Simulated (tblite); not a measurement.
**Question.** Write a Z-matrix for `CO[SiH2]C(C)=C(F)F` as optimised with GFN2-xTB.

**Answer.** 
Z-matrix in Å and degrees, rows numbered from 1:
```
C 
O   1  1.3947
Si  2  1.6184  1  127.98
C   3  1.8832  2  100.83  1   179.90
C   4  1.4960  3  122.27  2     0.20
C   4  1.3145  3  116.66  2  -179.89
F   6  1.3377  4  126.90  3  -179.94
F   6  1.3378  4  124.69  3     0.06
H   1  1.0920  2  110.79  3   -60.21
H   1  1.0905  2  108.11  3   179.99
H   1  1.0920  2  110.79  3    60.21
H   3  1.4656  2  111.89  1    61.53
H   3  1.4658  2  111.96  1   -61.54
H   5  1.0878  4  109.51  3    58.78
H   5  1.0876  4  111.55  3   179.89
H   5  1.0879  4  109.58  3   -58.96
```

Of the pairs four or more bonds apart, F7···H15 is among the closest relative to their van der Waals radii: 2.48 Å, 93 % of the sum of Bondi's values. Si3 (oxygen-bound silicon) is distorted tetrahedral (angles from 100.8° to 112.0°). The 8 heavy atoms lie in one plane (0.001 Å rms). The 2 C–C bonds span 1.315 Å (C4=C6, drawn double) to 1.496 Å (C4–C5, drawn single), a spread of 0.181 Å.

The geometry is computed with GFN2-xTB (gas phase).

Point group: Cs (tolerance 0.08 Å). Its GFN2-xTB frequencies are all real (lowest 24 cm⁻¹). The numbers are those of one conformer (C1–O2–Si3–C4 180°, O2–Si3–C4–C5 0°). 3 starts were optimised and ended at 0.00, 0.23 and 1.26 kcal/mol (GFN2-xTB); the lowest of these is shown.

The run took 0.52 s on Arm Neoverse N1, one thread, shared host. That covers the optimisation of the geometry.
